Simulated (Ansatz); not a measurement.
Cost and result for the atomization energy of `CC(F)([SiH3])[SiH3]` (14 atoms, 13 bonds).

Z-matrix (Å, degrees):
```
C
C 1 1.517
H 1 1.093 2 110.3
H 1 1.094 2 111.0 3 -119.8
H 1 1.094 2 111.0 3 119.8
F 2 1.421 1 107.9 3 180.0
Si 2 1.902 1 111.8 3 63.6
Si 2 1.902 1 111.8 3 -63.7
H 7 1.488 2 108.8 1 -63.7
H 7 1.486 2 109.0 1 55.6
H 7 1.484 2 110.2 1 176.4
H 8 1.484 2 110.2 1 -176.5
H 8 1.488 2 108.8 1 63.6
H 8 1.486 2 109.0 1 -55.8
```

Total charge 0; spin multiplicity 1. Geometry: relaxed with PBE0-D4/def2-TZVP. Program: Ansatz. All runs use 4 threads of an Arm Neoverse V2 on a shared host. Times are those of one run each, without the atoms' runs, and a repeat can differ threefold. Electronic energies, without spin–orbit coupling; frozen cores. CCSD(T)/CBS adds CCSD(T) − MP2 in def2-TZVPP to the MP2 limit, and its time is that of the two runs behind it. T1 = 0.012. B3LYP takes the VWN-RPA correlation (the form of Gaussian; ORCA's B3LYP/G).

CCSD(T)/CBS is a level of theory with its own doubt, some kJ/mol a heavy atom from the limit and from the frozen cores, so smaller differences don't rank the functionals.

```
                             level  functions  atomization (kcal/mol)  difference from CCSD(T)/CBS  per bond
  ωB97M-V/def2-TZVPP (with forces)        303                  1134.5                          2.0       0.1
r2SCAN-D4/def2-TZVPP (with forces)        303                  1132.2                         -0.3       0.0
                 CCSD(T)/CBS(def2)          –                  1132.5                          0.0       0.0
                ωB97X-V/def2-TZVPP        303                  1138.5                          6.0       0.5
                    MP2/def2-QZVPP        581                  1125.3                         -7.2      -0.6
 B3LYP-D4/def2-TZVPP (with forces)        303                  1131.5                         -1.0      -0.1
                CCSD(T)/def2-TZVPP        303                  1105.3                        -27.2      -2.1
                PBE0-D4/def2-TZVPP        303                  1126.0                         -6.5      -0.5
   PBE-D4/def2-TZVPP (with forces)        303                  1136.9                          4.4       0.3
                 B2PLYP/def2-TZVPP        303                  1116.8                        -15.7      -1.2
```

(1) Order the runs by time, with rough figures. (Estimate.)

Results:

(1) Computed: PBE-D4/def2-TZVPP (with forces) 3.1 s; PBE0-D4/def2-TZVPP 3.5 s; r2SCAN-D4/def2-TZVPP (with forces) 5.5 s; B3LYP-D4/def2-TZVPP (with forces) 5.5 s; B2PLYP/def2-TZVPP 6.5 s; ωB97X-V/def2-TZVPP 9 s; ωB97M-V/def2-TZVPP (with forces) 14 s; MP2/def2-QZVPP 29 s; CCSD(T)/def2-TZVPP 12 min; CCSD(T)/CBS(def2) 12 min.

The D4 term adds +12.3 kcal/mol with B3LYP and +6.5 kcal/mol with PBE0; it sums over pairs of atoms, weighted by their polarisabilities, and B3LYP, whose exchange is more repulsive, gets the larger term. In def2-TZVPP, CCSD(T) changes the Hartree–Fock value by +255.1 kcal/mol (the triples alone add +12.6 kcal/mol) and MP2 by +258.9 kcal/mol; breaking electron pairs costs correlation energy, which Hartree–Fock lacks. From PBE to PBE0 (25 % exact exchange), in def2-TZVPP and without D4, the atomization energy moves by −9.8 kcal/mol: exact exchange takes away binding that semilocal exchange gives to molecules.
